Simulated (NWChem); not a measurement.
Molecule: SiNH2F3; SMILES F[Si](F)(N)F

```xyz
7

N     -0.0071    -1.6276     0.4278
Si     0.0000    -0.0014    -0.0011
F     -1.3083     0.3345    -0.8581
F      1.3146     0.3247    -0.8522
F      0.0012     1.0510     1.2101
H     -0.8519    -2.0897     0.7403
H      0.8323    -2.0965     0.7442
```
Atoms are numbered in this order, from 1.

All runs: NWChem. Geometry: optimised at PBE0/def2-SVP. GIAO values for the isolated, static molecule; σ is the absolute isotropic shielding, δ = σ(reference) − σ with the isolated reference molecule computed at the same levels (19F: trichlorofluoromethane, 1H: tetramethylsilane, 15N: ammonia, 29Si: tetramethylsilane).

| level | δ N1 (ppm) | δ Si2 (ppm) | δ F3 (rotor mean) (ppm) | δ H6 (ppm) |
|---|---|---|---|---|
| PBE/pcSseg-1 | 18.3 | -72.8 | -169.0 | 0.85 |
| PBE0/pcSseg-1 | 15.3 | -74.4 | -151.6 | 1.05 |
| BHandHLYP/pcSseg-1 | 12.3 | -82.9 | -138.0 | 1.19 |
